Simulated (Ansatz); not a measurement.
Geometry optimisation, Ansatz 0.2.0, RKS B3LYP/def2-SVP.

Input:

```yaml
crystal:
  periodic: [false, false, false]
  atoms:
    - { symbol: B, position_ang: [0.0, 0.0, 0.0] }
    - { symbol: H, position_ang: [0.0, 0.0, 1.54] }
    - { symbol: O, position_ang: [1.2211, 0.0, -0.705] }
    - { symbol: H, position_ang: [1.5209, -0.9519, -0.8599] }
    - { symbol: O, position_ang: [-1.2211, 0.0, -0.705] }
    - { symbol: H, position_ang: [-1.7308, -0.8467, -0.4965] }
    - { symbol: "N", position_ang: [0.0829, 1.7537, 0.5833] }
    - { symbol: H, position_ang: [0.4765, 1.9752, 1.5423] }
    - { symbol: H, position_ang: [-0.2631, 2.537, -0.0414] }
    - { symbol: H, position_ang: [0.0424, 0.8968, 1.5631] }
basis:
  gaussian: { orbitals: def2-SVP }
hamiltonian:
  xc: b3lyp
relax:
  f_tol: 0.15
  max_steps: 25
  restrain:
    - { distance: [0, 6], at: 1.55, k: 30.0 }
    - { distance: [9, 1], at: 0.66, k: 30.0 }
    - { distance: [0, 1], at: 2.39, k: 30.0 }
    - { distance: [9, 6], at: 2.26, k: 30.0 }
```

Launched with:

```bash
$ ansatz run input.yaml --threads 2 --pin off --max-ram 3072MiB --backend cpu --events-out ev --progress --plain --runs-dir out
```

Task: Where does it end, and by what steps?

Result: It converged. The restraints hold the end off the free minimum; the threshold counts their pulls, which the force column leaves out. Restrained pairs: B1–N7 (1.85 → 1.48 Å), H2–H10 (0.90 → 0.72 Å), B1–H2 (1.54 → 2.40 Å), N7–H10 (1.30 → 2.27 Å). After 9 steps the energy has fallen by 5.346 eV (the restraints' own energy left out); H8 moved furthest, 1.11 Å.

```json
{"step": "0", "energy less start (eV)": "0.0000", "largest force component (eV/Å)": "5.836", "accepted": "yes"}
{"step": "1", "energy less start (eV)": "-1.3481", "largest force component (eV/Å)": "7.060", "accepted": "yes"}
{"step": "2", "energy less start (eV)": "-2.6914", "largest force component (eV/Å)": "5.458", "accepted": "yes"}
{"step": "3", "energy less start (eV)": "-3.9579", "largest force component (eV/Å)": "3.491", "accepted": "yes"}
{"step": "4", "energy less start (eV)": "-4.4335", "largest force component (eV/Å)": "3.971", "accepted": "yes"}
{"step": "5", "energy less start (eV)": "-4.8410", "largest force component (eV/Å)": "1.425", "accepted": "yes"}
{"step": "6", "energy less start (eV)": "-5.0838", "largest force component (eV/Å)": "1.586", "accepted": "yes"}
{"step": "7", "energy less start (eV)": "-5.2299", "largest force component (eV/Å)": "1.773", "accepted": "yes"}
{"step": "8", "energy less start (eV)": "-5.3441", "largest force component (eV/Å)": "1.948", "accepted": "yes"}
{"step": "9", "energy less start (eV)": "-5.3460", "largest force component (eV/Å)": "2.121", "accepted": "yes"}
```

```xyz
10
Properties=species:S:1:pos:R:3
B 0.041 0.527 -0.251
H -0.104 -0.265 2.015
O 1.215 -0.172 -0.386
H 1.122 -1.067 -0.729
O -1.205 0.057 -0.584
H -1.228 -0.842 -0.928
N 0.124 1.917 0.251
H 0.984 2.308 0.612
H -0.711 2.449 0.456
H -0.109 0.451 1.966
```

The run took 21 s on 2 threads of Arm Neoverse V1 (shared host), peak memory 0.16 GiB.
